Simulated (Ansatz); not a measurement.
Isomers of CH5NZn, relaxed with PBE0-D4/def2-TZVP in Ansatz; electronic energies, one conformer each and not always the lowest. Functionals use def2-TZVPP; CBS adds triple-zeta CCSD(T) − MP2 to the MP2 limit of def2-TZVPP and def2-QZVPP.

Outer-core shells of Zn are correlated without core-valence functions. Scalar relativity is left out up to krypton.

Question: Order them by energy at frozen-core CCSD(T)/CBS, lowest first. (Best estimate.)
A. `[CH3][Zn][NH2]`
B. `C[NH][ZnH]`
C. `N[CH2][ZnH]`

Answer: A (0.0 kcal/mol), B (19.2 kcal/mol), C (31.3 kcal/mol).

Question: How do PBE-D4, B2PLYP, B3LYP, PBE0-D4 place them (kcal/mol, against `[CH3][Zn][NH2]`)? (An estimate is asked.)

Answer: The calculation gave: 
```json
{"isomer": "`N[CH2][ZnH]`", "PBE-D4": "28.3", "B2PLYP": "30.6", "B3LYP": "29.2", "PBE0-D4": "28.3"}
{"isomer": "`C[NH][ZnH]`", "PBE-D4": "17.4", "B2PLYP": "18.0", "B3LYP": "17.3", "PBE0-D4": "17.2"}
```

B3LYP here is the variant with VWN-RPA as its local correlation; programs differ in this.
